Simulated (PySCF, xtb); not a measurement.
Sn(H)(Br)2(OH) (Br2H2OSn), SMILES [OH][SnH]([Br])[Br]. The values are those of a single conformer.

Harmonic wavenumbers (cm⁻¹) from GFN2-xTB (xtb 6.7.1) at its own minimum, in rising order: 60, 93, 113, 142, 204, 246, 416, 448, 452, 757, 1326, 3638.

Question: What does PBE-D3(BJ)/def2-SVP in PySCF give at its own minimum? (Estimate from the structure and the level; the computed values follow.)

Answer: 72, 113, 130, 211, 240, 263, 514, 521, 604, 861, 1892, 3703. Paired by order, the mean absolute difference is 103 cm⁻¹ and the zero-point energies are 11.3 and 13.0 kcal/mol.
